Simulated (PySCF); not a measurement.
C2H10N2OSi, SMILES C[C@@H](N)[Si@H](N)O.

The structure is a stationary point at r2SCAN-D4/def2-SVP. The structure was generated by enumeration; whether it is a known compound was not checked. Other conformers were not sampled.

Two levels are set side by side: PBE/def2-TZVP (PySCF) and PBE0/def2-TZVP (PySCF). Same geometry, gas phase. Differences are taken from unrounded values.

| quantity | PBE |
|---|---|
| orbital gap (eV) | 5.40 |
| highest occupied level (eV) | -5.81 |
| lowest empty level (eV) | -0.41 |
| dipole moment (D) | 2.69 |
| mean polarisability (bohr³) | 72.0 |

Task: These are the PBE values. What does PBE0 give? (The exact figures need the calculation; the answer reports its results.)

Result: 
```json
[
 {"quantity": "orbital gap (eV)", "PBE0": "7.64", "PBE minus PBE0": "-2.24"},
 {"quantity": "highest occupied level (eV)", "PBE0": "-7.23", "PBE minus PBE0": "1.41"},
 {"quantity": "lowest empty level (eV)", "PBE0": "0.42", "PBE minus PBE0": "-0.83"},
 {"quantity": "dipole moment (D)", "PBE0": "2.73", "PBE minus PBE0": "-0.04"},
 {"quantity": "mean polarisability (bohr³)", "PBE0": "68.7", "PBE minus PBE0": "3.3"}
]
```

PBE's occupied levels lie high since its potential decays too fast outside the molecule; exact exchange lowers them and widens the gap. Loosely held outer electrons make PBE densities more polarisable. Differences between two approximate levels are no errors against the true value.

Rough cost on one machine, each run with all the roots and properties that it gave: PBE0 against PBE within a factor of 2.
